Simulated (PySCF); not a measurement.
Vertical excitations of a molecule C4H6BNO from PySCF with TDA-PBE/def2-SVPD, as energy in eV (oscillator strength): 3.95 (0.026), 4.58 (0.006), 4.66 (0.003), 5.53 (0.000), 5.63 (0.001), 5.95 (0.000), 5.98 (0.000), 6.06 (0.025), 6.48 (0.947), 6.49 (0.175). Lowest triplet (TDA): 2.64 eV. Geometry: r2SCAN-D4/def2-SVP. The values are those of a single conformer.

Question: Identify the compound among the candidates.
A. C=C1OC=NB1C
B. C=C1OC(=C)B1N
C. CC1=CN=CB1O
D. OB1C=CC=NC1

Answer: B, C=C1OC(=C)B1N
